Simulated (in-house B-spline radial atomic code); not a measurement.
A run on the barium ion Ba⁺ that did not converge. Method: scalar-relativistic (X2C) r2SCAN, spin-polarised, spherical fractional occupations, Fermi nucleus of rms radius 4.8378 fm; computed with an all-electron radial atomic-structure program (B-spline basis).

Command:
```bash
python run_scf.py task.json out
```
Settings (nuclear radius in fm, mass in u):
```
Z                56
configuration    [Xe] 6s1
hamiltonian      x2c
method           r2scan
spin_polarised   True
nucleus          fermi
rms_radius       4.8378
atomic_mass      137.90525
speed_of_light   137.035999084
```

First and last ten iterations of the last attempt (damped for 15 steps, keeping 80 % of the old Fock matrix, then DIIS):
```
 iter        energy (Eh)    residual
    1       -8134.594340    1.25e-01
    2       -8134.603719    2.62e-03
    3       -8134.603804    1.79e-03
    4       -8134.603842    1.24e-03
    5       -8134.603859    8.70e-04
    6       -8134.603867    6.59e-04
    7       -8134.603871    5.68e-04
    8       -8134.603873    4.87e-04
    9       -8134.603874    4.17e-04
   10       -8134.603875    3.56e-04
  111       -8134.603877    1.39e-06
  112       -8134.603877    1.15e-06
  113       -8134.603877    1.10e-06
  114       -8134.603877    2.63e-06
  115       -8134.603877    2.63e-06
  116       -8134.603877    2.63e-06
  117       -8134.603877    2.63e-06
  118       -8134.603877    2.63e-06
  119       -8134.603877    2.63e-06
  120       -8134.603877    2.63e-06
 not converged after 120 iterations
```

The smallest residual met was 1.1e-06; the threshold is about 6e-07. Over the last five steps the energy moves by less than 1e-08 hartree, but the orbitals didn't meet the threshold. Time taken, with all properties: 3.7 s on 1 thread of Arm Neoverse V1, with other jobs on the host.
